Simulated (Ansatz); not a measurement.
C2H4FNOSi, SMILES `O[SiH]1CN=C1F`. Total charge 0; spin multiplicity 1.

Z-matrix (Å, degrees):
```
Si
C 1 1.889
O 1 1.635 2 123.6
C 1 1.878 2 70.2 3 116.6
H 1 1.480 2 117.8 3 -134.6
N 2 1.495 1 89.3 3 -120.6
H 2 1.092 1 117.6 3 -7.9
H 2 1.091 1 118.8 3 125.8
H 3 0.959 1 118.7 2 42.7
F 4 1.321 1 140.9 2 179.2
```

Question: Give the diagnostics of a CCSD(T)/def2-TZVPP run (frozen core, Ansatz 0.2.0). (An estimate is asked.)

Answer: Ansatz gave: T1 = 0.0132, largest single amplitude 0.018, largest double 0.029, (T) share of the correlation energy 4.0 %, 9 CCSD cycles. The RHF solution is stable towards an unrestricted one. T1 lies under the customary mark of 0.02 for closed shells.
